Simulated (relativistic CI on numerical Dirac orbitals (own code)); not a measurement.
**Hyperfine structure of I XLVII, mass number 129**

Method of calculation: Dirac-Coulomb-Breit CI, orbitals from a KLI potential per configuration, model QED (radiative potential, 1s self-energy scaled to tabulated hydrogen-like ionisation energies), unscaled Slater integrals (own radial code, finite nucleus).

Configurations in the expansion (outside the closed core 1s2): 2s2.2p3, 2s.2p4, 2p5, 2p4.3s, 2p4.3p, 2p4.3d, 2s2.2p2.3s, 2s2.2p2.3p, 2s2.2p2.3d, 2s.2p3.3s, 2s.2p3.3p, 2s.2p3.3d, 2s2.2p2.4s, 2s2.2p2.4p, 2s2.2p2.4d, 2s2.2p2.4f. Levels of other configurations are missing.

Nuclear spin I = 7/2, μ = 2.6165 μN, Q = -0.483 b (tables of Stone and Pyykkö). The electronic factors are computed for point nuclear moments, without core polarisation or the Bohr-Weisskopf and QED corrections.

| Level | E (eV) | A (GHz) | B (GHz) |
| --- | --- | --- | --- |
| 2s2.2p3 2D°_5/2 | 315.457 | 448.7 | 0.687 |
| 2s2.2p3 2P°_1/2 | 345.721 | 1387 |  |
| 2s.2p4 4P_5/2 | 508.106 | 1040 | -77 |
| 2s.2p4 2S_1/2 | 575.640 | 4267 |  |
| 2s2.2p3 2P°_3/2 | 642.369 | 220.9 | 276 |
| 2s.2p4 4P_3/2 | 823.807 | 1014 | 201 |
| 2s.2p4 2D_5/2 | 856.113 | 1285 | 337 |
| 2s.2p4 2P_1/2 | 891.976 | -1366 |  |

Levels with J = 0, under 50 % of one LS term, or S terms without an open s electron are left out. Small factors come from cancelling terms and can be off by tens of per cent or more.

At this charge energies of transitions that change n are usually good to better than 1 %, and those within a shell (Δn = 0) to a few per cent.

(1) Give the hyperfine levels of 2s2.2p3 2P°_1/2 relative to its centre of gravity.

## Answers

(1) With K = F(F + 1) − I(I + 1) − J(J + 1), E = AK/2: F = 3: -3121, F = 4: 2427 GHz.

LS names give the leading component of a level, which can be under half, so a name can repeat, a term be missing and a line seem to break the LS rules.
